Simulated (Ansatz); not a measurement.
CrN4F2H12 (relaxed from a model of trans-CrF2(NH3)4, whose bonding it doesn't keep). Charge 0, multiplicity 5. Geometry PBE-D4/def2-SVP; atoms count from 1.

Cartesian coordinates in Å:
```
Cr -0.055 0.060 -0.003
F -1.398 -0.538 -1.188
F 1.290 0.631 1.195
N 1.119 0.523 -1.700
H 0.510 0.861 -2.457
H 1.591 -0.313 -2.072
H 1.864 1.239 -1.458
N -1.228 -0.409 1.690
H -0.601 -0.609 2.480
H -1.864 -1.229 1.472
H -1.824 0.378 1.984
N -2.802 -2.341 0.358
H -2.519 -3.313 0.175
H -2.391 -1.757 -0.410
H -3.824 -2.319 0.243
N 2.940 2.205 -0.344
H 2.805 3.209 -0.168
H 3.946 2.031 -0.220
H 2.441 1.693 0.422
```

In the quintet geometry the species has come apart into loosely held pieces.

Q: Estimate the Mulliken populations from the PBE0/def2-TZVP orbitals of Ansatz.

A: 
```json
{"atom": "Cr1", "charge (e)": "0.84", "spin (α − β)": "4.11", "d electrons": "4.54"}
{"atom": "F2", "charge (e)": "-0.63", "spin (α − β)": "0.00", "d electrons": "–"}
{"atom": "F3", "charge (e)": "-0.64", "spin (α − β)": "0.00", "d electrons": "–"}
{"atom": "N4", "charge (e)": "-0.65", "spin (α − β)": "-0.07", "d electrons": "–"}
{"atom": "H5", "charge (e)": "0.27", "spin (α − β)": "0.00", "d electrons": "–"}
{"atom": "H6", "charge (e)": "0.26", "spin (α − β)": "0.01", "d electrons": "–"}
{"atom": "H7", "charge (e)": "0.32", "spin (α − β)": "0.00", "d electrons": "–"}
{"atom": "N8", "charge (e)": "-0.66", "spin (α − β)": "-0.07", "d electrons": "–"}
{"atom": "H9", "charge (e)": "0.28", "spin (α − β)": "0.00", "d electrons": "–"}
{"atom": "H10", "charge (e)": "0.32", "spin (α − β)": "0.00", "d electrons": "–"}
{"atom": "H11", "charge (e)": "0.26", "spin (α − β)": "0.01", "d electrons": "–"}
{"atom": "N12", "charge (e)": "-0.77", "spin (α − β)": "0.00", "d electrons": "–"}
{"atom": "H13", "charge (e)": "0.24", "spin (α − β)": "0.00", "d electrons": "–"}
{"atom": "H14", "charge (e)": "0.31", "spin (α − β)": "0.00", "d electrons": "–"}
{"atom": "H15", "charge (e)": "0.24", "spin (α − β)": "0.00", "d electrons": "–"}
{"atom": "N16", "charge (e)": "-0.77", "spin (α − β)": "0.00", "d electrons": "–"}
{"atom": "H17", "charge (e)": "0.24", "spin (α − β)": "0.00", "d electrons": "–"}
{"atom": "H18", "charge (e)": "0.24", "spin (α − β)": "0.00", "d electrons": "–"}
{"atom": "H19", "charge (e)": "0.31", "spin (α − β)": "0.00", "d electrons": "–"}
```
Mulliken values depend strongly on the basis.

Q: Where does the spin sit?

A: Summed by element: Cr 4.11, F 0.00, N -0.13, H 0.03, of 4 unpaired in all. Largest on single atoms: Cr1 4.11, N8 -0.07, N4 -0.07.

Q: And the Mayer bond orders between heavy atoms (over 0.3)?

A: Cr1–F2 0.55 (1.89 Å); Cr1–F3 0.55 (1.89 Å); Cr1–N4 0.39 (2.11 Å); Cr1–N8 0.39 (2.11 Å).
